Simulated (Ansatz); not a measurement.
Calculated with Ansatz (gas phase, PBE0-D4/def2-TZVP geometries, no zero-point term in ΔE). CCSD(T)/CBS adds triple-zeta CCSD(T) − MP2 to the extrapolated MP2 energy (def2 sets, frozen cores). This one scheme is used for every species. DFT in def2-TZVPP. HSE06 is defined as in plane-wave codes. One conformer a species, not always the lowest.

Consider the formal exchange of groups at a B–Al bond: `C[BH][AlH2]` + CH₃NH₂ → `CBCN` + `[AlH3]`.

```
        level  ΔE (eV)
    r2SCAN-D4    -0.38
       B97M-V    -0.50
     HSE06-D4    -0.34
       r2SCAN    -0.38
         PBE0    -0.33
      LC-ωPBE    -0.38
  HF/def2-SVP    -0.40
HF/def2-QZVPP    -0.40
```

Task: What does CCSD(T)/CBS give? (An estimate is asked.)

Result: Computed: -0.38 eV. The listed levels differ from it by 0.00, -0.12, 0.04, 0.00, 0.05, 0.00, -0.02, -0.02 eV.

Largest T1 diagnostic among the species: 0.011.

Leaving LDA and LC-ωPBE aside and taking each functional with its dispersion term where it has one, the values, not all of them listed here, spread over 0.18 eV, from B97M-V to PBE-D4. LDA lies −0.12 eV from PBE without D4. From BLYP to BHLYP (50 % exact exchange), in def2-TZVPP and without D4, ΔE moves by −0.07 eV.
